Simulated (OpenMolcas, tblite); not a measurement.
# A ladder of methods for C2H5AlF (SMILES [CH2][Al]([CH3])[F])

C2H5AlF: 9 atoms, total charge 0, spin state doublet. SMILES: `[CH2][Al]([CH3])[F]`. Geometry: relaxed at PBE0-D4/def2-TZVP. This is one conformer, not always the lowest.

```tsv
atom	x (Å)	y (Å)	z (Å)
C	-0.6864	1.5875	-0.8200
Al	-0.1128	-0.2287	-0.5965
C	0.6071	-1.0023	1.0293
F	-0.2532	-1.2094	-1.9247
H	-1.0868	1.9892	-1.7488
H	-0.6490	2.3368	-0.0310
H	-0.0093	-1.8398	1.3706
H	1.6112	-1.4034	0.8601
H	0.6679	-0.2763	1.8437
```

Each level gives the dipole moment (D). The values are calculated.

```tsv
level	kind	program	value (D)	CPU time
IPEA1-xTB	semi-empirical	tblite	3.12	under 2 s
UHF/def2-SVP	Hartree–Fock	OpenMolcas	2.04	11 s
USVWN5/def2-SVP	LDA	OpenMolcas	1.92	37 s
UBLYP/def2-SVP	GGA	OpenMolcas	1.79	61 s
UM06-L/def2-SVP	meta-GGA	OpenMolcas	1.86	66 s
UB3LYP/def2-SVP	global hybrid	OpenMolcas	1.89	60 s
UBHLYP/def2-SVP	global hybrid	OpenMolcas	1.98	54 s
```

The values span 1.79 to 3.12 D. Magnitudes only. Times are those of the runs behind each value, whatever else they computed, on shared processors of several kinds: orders of magnitude only.
